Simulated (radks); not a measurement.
Values are calculated unless marked as measured or tabulated.
Numerical settings for neutral mercury, [Hg]. Code: a radial shooting solver on a logarithmic mesh with Libxc functionals. Model: scalar-relativistic Kohn-Sham, PBE, spin-polarised, spherical densities, finite nucleus; Fermi nuclear charge, rms radius 5.4648 fm. The defaults (mesh step 0.008 in ln r, mesh end at 40 bohr or more with all orbitals vanishing there, Anderson mixing 0.5 over 9 steps, residual threshold near 1e-9 with the energy settled to 1e-9 hartree or 1e-11 of itself, here a cap of 92 iterations) give E = -19617.974 hartree and 6s at -6.811 eV in 15 iterations. Run on one thread of a shared host, so times are rough (Intel(R) Xeon(R) Platinum 8488C): 0.3 s of CPU time, 0.3 s wall, 15 iterations on 2440 mesh points. Changes against that run (0 stands for a change within the tolerance of the run):

| setting | iterations | converged | E (mhartree) | e(6s) (meV) | CPU (s) |
|---|---|---|---|---|---|
| mesh step in ln r 0.08 | 4 | no | diverged | - | 0.04 |
| mesh step in ln r 0.12 | 4 | no | diverged | - | 0.01 |
| mesh step in ln r 0.02 | 15 | yes | 0 | 0 | 0.13 |
| mesh end (bohr) 8 | 15 | yes | +1.15 | +63.9 | 0.28 |
| mesh end (bohr) 20 | 15 | yes | 0 | 0 | 0.29 |
| residual threshold 0.1 | 9 | yes | 0 | +1.22 | 0.21 |
| residual threshold 1e-16 | 92 | no | 0 | 0 | 0.8 |
| mixing 2.5 | 22 | yes | 0 | 0 | 0.42 |
| linear mixing, mixing 0.8 | 92 | no | +2.9e+05 | -2.5e+04 | 3.9 |
| linear mixing, mixing 1 | 92 | no | +1.46e+06 | +6.82e+03 | 6 |
| mixing history 20 | 18 | yes | 0 | 0 | 0.35 |
| iteration cap 5 | 5 | no | +5.06 | +51.3 | 0.13 |

Settings that end as converged yet miss the energy by more than 1 mhartree: mesh end (bohr) 8 (+0.00115 hartree). A mesh that ends early acts as a hard wall.
